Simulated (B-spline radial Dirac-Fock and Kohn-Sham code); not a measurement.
**W⁺ 5s: cross section and angular parameters**

System: the W⁺ ion in the configuration [Xe] 4f14 5d4 6s1; threshold 92.75 eV (orbital energy of the model). These are calculated numbers from an atomic code on a B-spline grid; the model is Dirac-Hartree-Slater photoionisation with a Latter tail; cross sections with all multipoles, angular parameters from the dipole term and its interference with E2.

The run's input, task.json:

```json
{"items": [{
  "Z": 74,
  "q": 1,
  "cfg": [[1, 0, 2], [2, 0, 2], [2, 1, 6], [3, 0, 2], [3, 1, 6], [3, 2, 10], [4, 0, 2], [4, 1, 6], [4, 2, 10], [4, 3, 14], [5, 0, 2], [5, 1, 6], [5, 2, 4], [6, 0, 1]],
  "A": 184,
  "rrms": 5.3658,
  "do": "xps",
  "hv": [55.4, 60, 67.7, 105.0, 121.0, 145.0, 200, 231.0, 398.0, 426.0, 438.0, 556.0, 600, 615.0, 618.0, 788.0, 800, 833.0, 1140.0, 1160.0, 1360.0, 2000, 2984.4, 3740.0, 4710.0, 5414.7, 5960.0, 6770.0, 9340.0, 12000]
}]}
```

Launch: `python xray2_run.py task.json out`

For linearly polarised light dσ/dΩ = σ/(4π) [1 + β P₂(cos θ) + (δ + γ cos²θ) sin θ cos φ], with θ from the polarisation vector and φ the angle between the beam and the projection of the electron momentum on the plane normal to the polarisation.

| hν (eV) | σ (kb) | β | γ |
| --- | --- | --- | --- |
| 105 | 62.8 | 0.545 | -0.290 |
| 121 | 66.6 | 1.008 | -0.204 |
| 145 | 70.0 | 1.347 | -0.046 |
| 200 | 63.6 | 1.626 | 0.158 |
| 231 | 57.6 | 1.691 | 0.224 |
| 398 | 33.5 | 1.820 | 0.387 |
| 426 | 30.9 | 1.829 | 0.400 |
| 438 | 29.9 | 1.833 | 0.405 |
| 556 | 21.8 | 1.858 | 0.436 |
| 600 | 19.7 | 1.864 | 0.442 |
| 615 | 19.1 | 1.866 | 0.443 |
| 618 | 18.9 | 1.867 | 0.444 |
| 788 | 13.5 | 1.885 | 0.449 |
| 800 | 13.2 | 1.886 | 0.449 |
| 833 | 12.5 | 1.888 | 0.448 |
| 1140 | 7.84 | 1.905 | 0.420 |
| 1160 | 7.63 | 1.906 | 0.417 |
| 1360 | 5.97 | 1.913 | 0.388 |
| 2000 | 3.23 | 1.927 | 0.280 |
| 2984.4 | 1.64 | 1.937 | 0.125 |
| 3740 | 1.11 | 1.942 | 0.031 |
| 4710 | 0.730 | 1.946 | -0.058 |
| 5414.7 | 0.564 | 1.948 | -0.102 |
| 5960 | 0.471 | 1.949 | -0.126 |
| 6770 | ? | ? | ? |
| 9340 | 0.199 | 1.954 | -0.141 |
| 12000 | 0.121 | 1.955 | -0.054 |

Q: Give the values at 6770 eV.

A: σ = 0.370 kb, β = 1.951, γ = -0.148. For an s subshell δ is negligible.
